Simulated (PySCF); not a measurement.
# Predicted spectroscopic data

Calculated, not measured (PySCF): coordinates at the GFN2-xTB level, shielding tensors at PBE0/pcSseg-1 (GIAO), couplings computed with B3LYP/pcJ-1 (spin–dipole term left out of most H,H and C,H couplings). One averaged value for each set of equivalent atoms, one computed conformer, non-relativistic, gas phase.

Shifts are taken against calculated references (same method and geometry level): 1H (31.72 ppm) and 13C (186.93 ppm) vs TMS. Multiplet labels drop J under 1 Hz and among equivalent protons, and merge close values. Unscaled 3J(H,H) run several per cent high. Where no couplings were computed, multiplicities follow the n + 1 count of equivalent neighbours, and m marks all less simple cases (inequivalent or close neighbours, rings, F or P nearby). Shifts are as computed. Against solution values, carbons near 30 ppm lie about +3 ppm off and those near 130 ppm about +5 ppm; carbons on Cl a further +6 ppm (rms about the fit 2.1 ppm; single classes can miss by 10 ppm). Of 1328 compounds with measured shifts, 309 miss one by over three times the rms of a fit or turn the order of signals round; such compounds aren't used in these exercises. Signals without a measured value on file couldn't be tested in this way; 1H shifts scatter by 0.2 ppm about their fit, and single ones miss by 0.5 ppm. Carbons bonded to Cl come out too deshielded.

Compound 1 (C7H12). 1H NMR (400 MHz, computed): δ 1.76 (m, 4H), 1.67 (m, 4H), 0.49 (s, 4H). 13C{1H} NMR (computed): δ 40.6, 32.0, 21.3, 18.7. Structure: spiro[2.4]heptane (C1CCCC12CC2).

Compound 2 (C5H5ClO3). 1H NMR (400 MHz, computed): δ 8.20 (d, 1H), 8.03 (s, 1H), 7.71 (d, 1H), 4.95 (br s, 1H), 4.75 (br s, 1H). 13C{1H} NMR (computed): δ 161.0 (CH), 156.7 (C), 141.5 (CH), 131.7 (CH), 97.0 (CH2). Structure: SMILES C=C(Cl)O/C=C/OC=O.
